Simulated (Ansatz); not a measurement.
`F[CH2][InH2]` + `C[NH][GeH3]` → `C[N]([GeH3])[InH2]` + fluoromethane at 400 K and 1 bar (ligand exchange at the In–C bond).

Program: Ansatz. Geometries: PBE0-D4/def2-TZVP. ΔE: electronic, gas phase. CBS: MP2 limit from def2 TZ/QZ plus the TZ coupled-cluster correction, frozen cores. This one scheme is used for every species. Elements past krypton have def2 core potentials. For Ge, In outer-core shells are correlated without core-valence functions, which leaves a few kJ/mol of doubt a bond. Scalar relativity is left out up to krypton.

```
             species  CCSD(T)/CBS energy (Eh)  H − E (kJ/mol)  S (J/(mol·K))
      `F[CH2][InH2]`               -330.00580           130.4          339.0
       `C[NH][GeH3]`              -2173.06430           229.8          337.7
`C[N]([GeH3])[InH2]`              -2363.46641           244.5          421.6
                `CF`               -139.63461           117.5          234.3
```

H − E and S are ideal-gas, rigid-rotor, harmonic terms from PBE0-D4/def2-TZVP, for one conformer and one mirror image of each species. 1 Eh = 2625.50 kJ/mol, R = 8.31446 J/(mol·K).

**Question.** By hand: ΔE, ΔH, ΔS and ΔG.

**Answer.** ΔE = (-2363.46641) + (-139.63461) − (-330.00580) − (-2173.06430) = -0.03092 Eh = -81.2 kJ/mol. Δ(H − E) = 244.5 + 117.5 − 130.4 − 229.8 = 1.8, so ΔH = -79.4 kJ/mol. ΔS = 421.6 + 234.3 − 339.0 − 337.7 = -20.8 J/(mol·K). ΔG = -79.4 − 400 × (-20.8)/1000 = -71.1 kJ/mol.

**Question.** By hand: the equilibrium constant, and the temperature at which ΔG would vanish if ΔH and ΔS stayed fixed.

**Answer.** log₁₀ K = −ΔG/(RT ln 10) = 9.3. ΔG = 0 at ΔH/ΔS = 3817 K, far beyond where these terms or the molecules hold.

ΔH outweighs TΔS. A doubt of 5 kJ/mol in ΔE shifts log₁₀ K by 0.7 here. Other conformers and mirror images would add mixing entropy, several J/(mol·K) or more a flexible species. These are equilibria of isolated gas molecules and say nothing of rates. Largest T1 diagnostic: 0.015 (customary marks: 0.02 for closed shells, 0.045 for open ones).
